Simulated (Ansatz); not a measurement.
How basis sets differ on SiNH3OF2 (SMILES N[Si](O)(F)F)

SiNH3OF2: 8 atoms, total charge 0, spin state singlet. SMILES: `N[Si](O)(F)F`. Geometry: relaxed at PBE0-D4/def2-TZVP. This is one conformer, not always the lowest.

Quantity: the HOMO–LUMO gap, in eV. The values are calculated.

```csv
level,kind,program,value (eV),CPU time
HF/STO-3G,Hartree–Fock,Ansatz,21.83,2.3 s
HF/3-21G,Hartree–Fock,Ansatz,17.71,3.2 s
HF/def2-SVP,Hartree–Fock,Ansatz,16.30,7.2 s
HF/6-311G**,Hartree–Fock,Ansatz,15.78,12 s
```

The values span 15.78 to 21.83 eV. A Hartree–Fock LUMO above zero doesn't converge with the basis: it sinks as sets grow more diffuse. Orbital gaps aren't excitation energies. CPU times are rough (shared hosts, several kinds of processor): they show what a rung costs within a factor of a few.
